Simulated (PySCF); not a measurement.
Delta-SCF ions had no search for a lower state. 

Cartesian coordinates (Å):
```xyz
11

C     -0.4874     1.3940    -0.0419
C      0.0832     0.1889     0.0398
C     -0.7065    -1.0797     0.0307
N      1.4471    -0.0047     0.2082
H      0.1000     2.3052    -0.0359
H     -1.5626     1.4895    -0.0913
H     -1.7726    -0.8759    -0.0514
H     -0.5255    -1.6511     0.9457
H     -0.4132    -1.7136    -0.8134
H      2.0234     0.7972     0.0090
H      1.8140    -0.8498    -0.1995
```
Charge 0, spin multiplicity 1.

Task: What vertical ionisation energy (Delta-SCF), S1 oscillator strength and total energy does PySCF with PBE-D3(BJ)/def2-TZVP // PBE0-D3(BJ)/def2-TZVP give?

Result: 
- vertical ionisation energy (Delta-SCF) = 8.05 eV
- S1 oscillator strength = 0.010
- total energy = -173.1080 Ha
